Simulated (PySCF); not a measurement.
# UHF on K⁺ (potassium, charge +1)

Configuration: [Ar], closed-shell 1S. Computed with PySCF 2.14 in aug-cc-pVTZ-X2C (7s6p4d2f, 59 functions), with scalar relativity by spin-free X2C-1e.

- Total energy: -601.316509 hartree
- One-electron energy: -822.8254 hartree
- Hartree (Coulomb) energy: 254.2919 hartree
- Exchange energy: -32.7830 hartree
- ⟨S²⟩: 0.0000
- ⟨L²⟩: 0.000
- Sum of ⟨r⟩: 14.15 bohr
- Sum of ⟨r²⟩: 19.49 bohr²
- Langevin diamagnetic susceptibility: -15.4 ×10⁻⁶ cm³/mol

| shell | electrons | mean orbital energy (eV) | rms radius, mean of both spins (bohr) |
| --- | --- | --- | --- |
| 1s | 2 | -3656.1 | 0.0937 |
| 2s | 2 | -403.31 | 0.418 |
| 2p | 6 | -319.60 | 0.388 |
| 3s | 2 | -53.809 | 1.37 |
| 3p | 6 | -31.852 | 1.55 |

Densities and radii are taken from the X2C orbitals without a picture-change correction, which distorts them close to the nucleus.
